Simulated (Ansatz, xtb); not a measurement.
# A geometry optimisation of C2H3AlN with r2SCAN-D4/def2-SVP

The starting geometry of this gas-phase doublet was built from a drawn formula by distance geometry and a force field; its bonds are those of `N[C]1=[C][AlH]1`.

```xyz
7

C     0.4825    1.3531   -1.2582
C     1.6300    2.1494   -1.1668
Al    0.7120    2.4374   -2.6853
N    -0.3375    0.3879   -0.6825
H    -0.0779   -0.0580    0.2348
H    -1.2199    0.0456   -1.1743
H     0.4035    3.1245   -4.0804
```

Question: Predict what it relaxes into with r2SCAN-D4/def2-SVP.

Answer: It keeps its bonds, and is `N[C]1=[C][AlH]1`.

The energy falls by 0.46 eV over 12 steps:

```tsv
step	E − E(last) (eV)
1	0.461
2	0.098
3	0.010
5	0.004
6	0.002
7	0.002
8	0.001
10	0.000
11	0.000
12	0.000
```

Final geometry (Å):

```xyz
7

C     0.3465    1.3243   -1.2933
C     1.5104    2.0083   -1.1596
Al    0.7266    2.5131   -2.7675
N    -0.4067    0.4467   -0.5855
H     0.0285   -0.0314    0.1995
H    -1.1408   -0.0637   -1.0586
H     0.5284    3.2426   -4.1478
```

From the same start GFN2-xTB ends elsewhere, at `NC#[C][AlH]`.

No frequencies were run, so the end isn't proven a minimum. Open shells are spin-unrestricted. Run with Ansatz 0.2.0, 71 s on 1 thread of Arm Neoverse V2 (shared host).
